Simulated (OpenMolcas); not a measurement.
# Ni2+: ligand-field states by method

Ni2+ with 6 ligands (fluoride) in tetragonal octahedral coordination (D4h) at 2 Å, the axial distance 2.240 Å. A charge of +0.667 e stands 2.6 Å behind each ligand. Ligand basis ANO-RCC-VDZP.
```
Ni    0.0000    0.0000    0.0000
F     2.0000    0.0000    0.0000
F     0.0000    2.0000    0.0000
F    -2.0000    0.0000    0.0000
F     0.0000   -2.0000    0.0000
F     0.0000    0.0000    2.2400
F     0.0000    0.0000   -2.2400
```

```
Program             : OpenMolcas
Basis               : ANO-RCC-VDZP [5s4p2d1f]
Scalar Hamiltonian  : DKH2, point nucleus
Active space        : 8 electrons in 5 orbitals (3d)
State averaging     : 2S+1 = 3 even, 10 roots; 2S+1 = 1 even, 15 roots
Spin-orbit coupling : state interaction with AMFI integrals over the reference wave functions
```

I. CASSCF
II. SS-CASPT2, IPEA 0.25 Eh, imaginary shift 0.1 Eh (closed shells correlated: 3s 3p and the ligand valence shells)

Spin-free states (labels of D4, the rotations of D4h) in cm-1, each column counted from its own energy of the first state listed:

```
State  Degeneracy      I     II
  3B1           1      0      0
   3E           2   4044   4990
  3B2           1   6204   7840
  3A2           1   8195   9040
   3E           2   8929  10360
  1A1           1  17311  13510
  1B1           1  18330  14690
   1E           2  21471  18690
  1B2           1  23391  21290
  3A2           1  23894  21790
   3E           2  26235  24450
  1A2           1  27087  25150
  1A1           1  28232  25940
   1E           2  30812  29130
  1A1           1  32296  30750
  1B1           1  32759  32450
   1E           2  32866  31590
  1B2           1  33738  33050
  1A1           1  67289  57840
```

From I to II, I's first state of the same spin (3E) moves from 4044 to 4990 cm-1, by about +940 cm-1.

From I to II, I's first state of another spin (1A1) moves from 17311 to 13510 cm-1, by about -3800 cm-1.

χT at 300 K: I 1.66, II 1.54 cm3 K/mol.

Over all roots computed the reference weight is 0.70 to 0.71 in II; a low but even weight reflects the number of correlated electrons. Ligand-to-metal charge-transfer states are missing. Without dynamic correlation the repulsion within the d shell is too large (B by tens of per cent), so at a given field states of lower spin stand too high (holds for I). With no ligand orbital active B as a rule stays too high, so bands that hang on it stand too high and its fall with covalency is understated (holds for I). With metal d orbitals alone and no dynamic correlation the field as a rule comes out too small, by tens of per cent, by up to half for chloride and softer ligands, and the orbital part of g and χT, which goes as 1/10Dq, too large (holds for I). A single d shell leaves out the double-shell effect, which counts most for late 3d ions, where the CASPT2 field can be off either way by tens of per cent (holds for II). For late 3d ions with one d shell CASPT2 can put B and the spin-flip bands somewhat low as well as high (holds for II). With one d shell and no ligand orbital active, 10Dq can be off by tens of per cent for divalent 3d ions, low with halides held by bare charges and at times high in hosts, and the orbital part of g and χT goes as 1/10Dq (holds for II). Free-ion shares, where given, are those of the reference states; single-state CASPT2 does not remix them (holds for II). No measured value stands beside these numbers; the geometry is a model, was not optimised and need not be the one that this ion takes.
